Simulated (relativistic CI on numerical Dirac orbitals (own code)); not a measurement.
Lu XXIV: q coefficients and field-shift factors

Method of calculation: Dirac-Coulomb-Breit CI, separate exchange-only KLI orbitals for each configuration, derivatives by finite differences, unscaled Slater integrals, QED left out (own radial code, finite nucleus).

CI space (outside the closed core [Kr]): 4d10 4f2, 4d10 4f 5s, 4d9 4f3, 4d10 5s2, 4d10 4f 5p, 4d10 5s 5p, 4d10 5p2, 4d10 4f 5d. Levels of other configurations are missing.

With x = (α/α₀)² − 1 an excitation energy changes as ω = ω₀ + qx; K = 2q/ω₀ is the relative enhancement. Terms are leading LS components, so labels can repeat. The field-shift factor is F = δν/δ⟨r²⟩ for the transition from the lowest level.

Lowest level 4d10 4f2 3H_4.

```csv
Level,ω₀ (cm⁻¹),q (cm⁻¹),F (GHz/fm²)
4d10 4f2 3H_5,18004,18200,0.701
4d10 4f2 3F_2,18095,3408,0.242
4d10 4f2 1G_4,30338,17380,0.771
4d10 4f2 3F_3,31175,18400,0.807
4d10 4f2 3H_6,34136,31700,1.25
4d10 4f2 3F_4,52142,37210,1.55
4d10 4f2 1D_2,64197,17080,1.03
4d10 4f2 3P_0,71046,7568,0.792
4d10 4f2 1I_6,77140,22510,1.31
4d10 4f2 3P_1,78624,18310,1.18
4d10 4f2 3P_2,91216,33910,1.76
4d10 4f2 1S_0,162635,27910,2.27
4d10 4f 5s 3F°_2,714772,-328500,440
4d10 4f 5s 3F°_3,717621,-327400,439
4d10 4f 5s 3F°_4,735762,-309000,440
4d10 4f 5s 1F°_3,741576,-308100,438
4d10 4f 5p 3G_3,1025892,-289100,40.3
4d10 4f 5p 3F_2,1031966,-286200,40
4d10 4f 5p 3D_3,1049264,-267900,40.9
4d10 4f 5p 3G_4,1052204,-267900,40.9
4d10 4f 5p 3F_3,1181575,-96720,19.5
4d10 4f 5p 3D_2,1192314,-97730,19.7
4d10 4f 5p 3G_4,1194367,-91640,19.7
```

At this charge transitions that keep the count of f electrons are usually good to a few per cent. Terms inside the open d or f shell come out 10 to 20 % too wide with unscaled integrals. Levels that differ in their count of f electrons can be misplaced by several ten thousand cm⁻¹, since the correlation energy of f electrons is missing or only estimated; rates across such gaps can be off by orders of magnitude.

**Question.** Which transition from the lowest level has the largest |K|?

**Answer.** 4d10 4f2 3H_5 at 18004 cm⁻¹, K = 2.02.
